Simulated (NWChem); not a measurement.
Species: C₂H₆FSb; SMILES [CH3][Sb]([CH3])[F]

Computed with NWChem. No frequency run checked for a minimum. def2 effective core potentials on Sb; no spin-orbit coupling. Each level has its own optimisation.

| level | r F–Sb (Å) | r C–Sb (Å) | dipole (D) |
|---|---|---|---|
| B3LYP/3-21G (all-electron, non-relativistic) | 1.942 | 2.185 | 2.21 |
| Hartree-Fock/STO-3G (all-electron, non-relativistic) | ___ | ___ | ___ |
| PBE0/def2-SVP (core potentials) | 1.952 | 2.160 | 2.71 |

Question: Some entries are withheld; supply them.

Answer: 
- Hartree-Fock/STO-3G (all-electron, non-relativistic), r F–Sb (Å): 1.920
- Hartree-Fock/STO-3G (all-electron, non-relativistic), r C–Sb (Å): 2.122
- Hartree-Fock/STO-3G (all-electron, non-relativistic), dipole (D): 1.13
